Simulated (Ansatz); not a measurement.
```yaml
crystal:
  periodic: [false, false, false]
  atoms:
    - {symbol: Si, position_ang: [1.532045, -2.172051, -1.247590]}
    - {symbol: N, position_ang: [0.358952, -0.847772, -1.252939]}
    - {symbol: Si, position_ang: [0.399831, 0.486011, -2.276083]}
    - {symbol: Ge, position_ang: [-0.898317, -0.953166, 0.101247]}
    - {symbol: N, position_ang: [-0.629381, 0.610741, 1.166675]}
    - {symbol: Si, position_ang: [-2.172235, 1.779925, 1.310206]}
    - {symbol: Si, position_ang: [0.899479, 0.908111, 1.838463]}
    - {symbol: H, position_ang: [2.222976, -2.657618, 0.063475]}
    - {symbol: H, position_ang: [2.720435, -1.474348, -2.057299]}
    - {symbol: H, position_ang: [1.129003, -3.304922, -1.925484]}
    - {symbol: H, position_ang: [1.372192, 1.437353, -1.867501]}
    - {symbol: H, position_ang: [0.598856, 0.033324, -3.504043]}
    - {symbol: H, position_ang: [-0.898671, 1.129525, -2.178908]}
    - {symbol: H, position_ang: [-2.410239, -0.896203, -0.451659]}
    - {symbol: H, position_ang: [-0.554922, -2.487153, 1.056659]}
    - {symbol: H, position_ang: [-1.854472, 2.807376, 1.865097]}
    - {symbol: H, position_ang: [-3.184303, 0.965361, 2.221698]}
    - {symbol: H, position_ang: [-2.595329, 1.781071, -0.018835]}
    - {symbol: H, position_ang: [1.727289, -0.412586, 1.784413]}
    - {symbol: H, position_ang: [0.574469, 1.279375, 3.236855]}
    - {symbol: H, position_ang: [1.589551, 2.004839, 1.232617]}
basis:
  gaussian: {orbitals: aug-pcseg-2, fitting: {mean_field: def2-universal-jkfit}}
hamiltonian: {xc: {name: PBE0-DH}}
relax: {f_tol: 0.0001, max_steps: 3}
```

```sh
$ ansatz run in.yaml --threads 4 --pin off --events-out ev --progress --plain --max-ram 46080MiB --backend cuda --devices 0, --max-vram 37GiB
```

Task: How does Ansatz answer? (Best estimate.)

Result: Computed: The run did not converge.
```
Functional definition: PBE0-DH
1184 factors; integrals over basis functions are off by at most 1.3e0 eV
mean field evaluation 1: about -91194.4643 eV, gradient 7.5e1 eV
mean field evaluation 2: about -91194.4647 eV, gradient 7.5e1 eV
mean field evaluation 4: about -91205.5212 eV, gradient 8.6e0 eV
mean field evaluation 8: about -91205.7045 eV, gradient 6.1e-2 eV
mean field evaluation 16: about -91205.7047 eV, gradient 1.1e-5 eV
mean field -91205.70474246 eV, -3351.7478278383 hartree, gradient 5.8e-6 eV, S^2 0.000000; 0 other end points of the search recorded, 0 dependent functions left out
31 core orbitals not correlated: weight in the atoms' cores, before any rotation towards them, 1.000 or more for the frozen orbitals, at most 0.000 for the correlated occupied ones
reference -91205.70479112 eV, -3351.7478296265 hartree; 27, 27 occupied and 615, 615 virtual orbitals, 1184 factors
second order -38.86679576 eV of doubles, -0.00000000 eV of singles
relax step   1: F+E_penalty+E_count = -91210.56309193 eV  Δ(F+E_penalty+E_count) = +0.000e0 eV  max|allowed force component| = 1.138e1 eV/Å  Δτ_max = 0.0000 Å  (50 SCF iters, accepted)
1184 factors; integrals over basis functions are off by at most 1.2e0 eV
mean field -91208.36185722 eV, -3351.8454750048 hartree, gradient 1.5e-6 eV, S^2 0.000000; 0 other end points of the search recorded, 0 dependent functions left out
31 core orbitals not correlated: weight in the atoms' cores, before any rotation towards them, 1.000 or more for the frozen orbitals, at most 0.000 for the correlated occupied ones
reference -91208.36190468 eV, -3351.8454767489 hartree; 27, 27 occupied and 615, 615 virtual orbitals, 1184 factors
second order -38.66498969 eV of doubles, -0.00000000 eV of singles
relax step   2: F+E_penalty+E_count = -91213.19498093 eV  Δ(F+E_penalty+E_count) = -2.632e0 eV  max|allowed force component| = 5.033e0 eV/Å  Δτ_max = 0.1949 Å  (50 SCF iters, accepted)
1184 factors; integrals over basis functions are off by at most 1.2e0 eV
mean field -91209.06066162 eV, -3351.8711555926 hartree, gradient 2.5e-6 eV, S^2 0.000000; 0 other end points of the search recorded, 0 dependent functions left out
31 core orbitals not correlated: weight in the atoms' cores, before any rotation towards them, 1.000 or more for the frozen orbitals, at most 0.000 for the correlated occupied ones
reference -91209.06070912 eV, -3351.8711573382 hartree; 27, 27 occupied and 615, 615 virtual orbitals, 1184 factors
second order -38.50404963 eV of doubles, -0.00000000 eV of singles
relax step   3: F+E_penalty+E_count = -91213.87366782 eV  Δ(F+E_penalty+E_count) = -6.787e-1 eV  max|allowed force component| = 4.406e-1 eV/Å  Δτ_max = 0.1691 Å  (49 SCF iters, accepted)
Error: geometry relaxation did not converge after 3 steps: max|allowed force component| = 4.41e-1 eV/Å (threshold 1.0e-4). Raise `relax.max_steps` over both its present limit and 3, loosen `relax.f_tol`, or start from a geometry closer to equilibrium. Where this run's directory can be resumed (`checkpoint.write`), a resume goes on for up to `relax.max_steps` more
```
